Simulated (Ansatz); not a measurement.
`[NH2][Ga]([NH2])[Br]` + H₂ → `[NH2][GaH][Br]` + NH₃ at 400 K and 1 bar (hydrogenolysis of a Ga–N bond).

Program: Ansatz. Geometries: PBE0-D4/def2-TZVP. ΔE: electronic, gas phase. CCSD(T)/CBS adds triple-zeta CCSD(T) − MP2 to the extrapolated MP2 energy (def2 sets, frozen cores). This one scheme is used for every species. For Br, Ga outer-core shells are correlated without core-valence functions, which leaves a few kJ/mol of doubt a bond. Scalar relativity is left out up to krypton. One conformer a species, not always the lowest.

```json
{"species": "`[NH2][Ga]([NH2])[Br]`", "CCSD(T)/CBS energy (Eh)": "-4609.18251", "H − E (kJ/mol)": "168.6", "S (J/(mol·K))": "385.8"}
{"species": "H₂", "CCSD(T)/CBS energy (Eh)": "-1.17544", "H − E (kJ/mol)": "38.0", "S (J/(mol·K))": "139.0"}
{"species": "`[NH2][GaH][Br]`", "CCSD(T)/CBS energy (Eh)": "-4553.84396", "H − E (kJ/mol)": "112.1", "S (J/(mol·K))": "344.5"}
{"species": "NH₃", "CCSD(T)/CBS energy (Eh)": "-56.50880", "H − E (kJ/mol)": "104.2", "S (J/(mol·K))": "203.1"}
```

H − E and S are ideal-gas, rigid-rotor, harmonic terms from PBE0-D4/def2-TZVP, for one conformer and one mirror image of each species. The MP2-based limit puts H₂ 0.8 mEh under its directly extrapolated value; such offsets cancel only in part. 1 Eh = 2625.50 kJ/mol, R = 8.31446 J/(mol·K).

Problem. By hand: ΔE, ΔH, ΔS and ΔG.

Solution. ΔE = (-4553.84396) + (-56.50880) − (-4609.18251) − (-1.17544) = 0.00519 Eh = 13.6 kJ/mol. Δ(H − E) = 112.1 + 104.2 − 168.6 − 38.0 = 9.7, so ΔH = 23.3 kJ/mol. ΔS = 344.5 + 203.1 − 385.8 − 139.0 = 22.8 J/(mol·K). ΔG = 23.3 − 400 × (22.8)/1000 = 14.2 kJ/mol.

Problem. By hand: the equilibrium constant, and the temperature at which ΔG would vanish if ΔH and ΔS stayed fixed.

Solution. log₁₀ K = −ΔG/(RT ln 10) = -1.9. ΔG = 0 at ΔH/ΔS = 1022 K.

TΔS isn't small against ΔH here. A doubt of 5 kJ/mol in ΔE shifts log₁₀ K by 0.7 here. Other conformers and mirror images would add mixing entropy, several J/(mol·K) or more a flexible species. These are equilibria of isolated gas molecules and say nothing of rates. Largest T1 diagnostic: 0.011 (customary marks: 0.02 for closed shells, 0.045 for open ones).
